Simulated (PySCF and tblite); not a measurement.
Values are calculated unless marked as measured or tabulated.
System: CH9AsGeSi, numbered as in [CH3:1][As:2]([SiH3:3])[GeH3:4].

Geometries: GFN2-xTB; energies: PBE0/pcSseg-1 + D3(BJ); zero-point and thermal terms from GFN2-xTB harmonic modes (soft modes blended into free rotors). Rates follow Eyring's equation with the number of equivalent paths and no tunnelling. Run with tblite and PySCF.

Spin–orbit effects of heavy atoms on shieldings are missing.

(1) Estimate the barrier and the room-temperature rate of the pyramidal inversion at As2.

Answers

(1) The electronic barrier is 25.6 kcal/mol and ΔG‡(298 K) 24.9 kcal/mol, over a Cs saddle with an imaginary mode of 293i cm⁻¹ (GFN2-xTB). With 1 equivalent path, k is 3.2×10⁻⁶ s⁻¹, a mean lifetime of the start of 3.6 days against this motion.
